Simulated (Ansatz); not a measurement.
Coupled-cluster diagnostics for SiH3(NHEt) (C2H9NSi), Ansatz.

Geometry of the singlet (PBE-D4/def2-SVP):

Cartesian coordinates in Å:
```
Si 0.739 -1.703 -0.603
H 0.373 -2.655 -1.709
H 2.075 -1.082 -0.964
H 0.948 -2.441 0.694
N -0.610 -0.614 -0.406
C -0.711 0.383 0.652
C -0.041 1.727 0.343
H -1.120 -0.357 -1.256
H -1.784 0.553 0.899
H -0.262 -0.051 1.574
H 1.044 1.600 0.150
H -0.159 2.441 1.185
H -0.489 2.196 -0.559
```

Correlated methods freeze 8 core orbitals.

(1) Estimate the CCSD(T) correlation energy, the shares of MP2 and (T), T1 and the reference's ⟨S²⟩ for: charge 0, singlet, own geometry in def2-TZVPP; and the rough time on 4 threads of Arm Neoverse V2 on a shared host.

Answers

(1) 
```csv
state,basis,correlation (eV),MP2 share (%),(T) share (%),T1,⟨S²⟩ (pure),wall time
"charge 0, singlet, own geometry",def2-TZVPP,-21.210,89.7,3.6,0.010,0.00 (0.00),6 min
```
Customary marks for T1 are 0.02 (closed shells), 0.045 (open shells) and about 0.05 (3d metals). T1 stays under 0.02 throughout.
